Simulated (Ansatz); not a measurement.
# The HOMO–LUMO gap down a group: O to Se

All atoms of one element are swapped for its congeners: Si(CH3)2(OH)2 (dimethylsilanediol); Si(CH3)2(SH)2; Si(CH3)2(SeH)2. All are singlets with charge 0.

Shapes, held fixed at every level: PBE0-D4/def2-TZVP. Flexible molecules stand in one conformer, not always the lowest. Programs: Ansatz 0.2.0. Values in eV.

| level | Si(CH3)2(OH)2 | Si(CH3)2(SeH)2 |
| --- | --- | --- |
| PBE-D4/def2-TZVPP | 6.39 | 4.49 |
| r2SCAN-D4/def2-TZVPP | 7.45 | 5.01 |
| B3LYP-D4/def2-TZVPP | 8.08 | 5.98 |
| PBE0-D4/def2-TZVPP | 8.66 | 6.45 |
| wB97X-V/def2-TZVPP | 12.91 | 10.73 |
| wB97M-V/def2-TZVPP | 12.33 | 10.37 |

Task: Estimate the column for Si(CH3)2(SH)2 from its neighbours.

Result: The mean of the neighbours at wB97M-V/def2-TZVPP is 11.35 eV, against 11.32 from the run. All rows: PBE-D4/def2-TZVPP 5.43; r2SCAN-D4/def2-TZVPP 6.11; B3LYP-D4/def2-TZVPP 6.99; PBE0-D4/def2-TZVPP 7.53; wB97X-V/def2-TZVPP 11.83; wB97M-V/def2-TZVPP 11.32 eV. At wB97M-V/def2-TZVPP the HOMO–LUMO gap falls at every step, from 12.33 to 10.37 eV. Every level shows the same order. Relativity is left out for Se. Orbital gaps aren't excitation energies, and the LUMO depends on the basis.
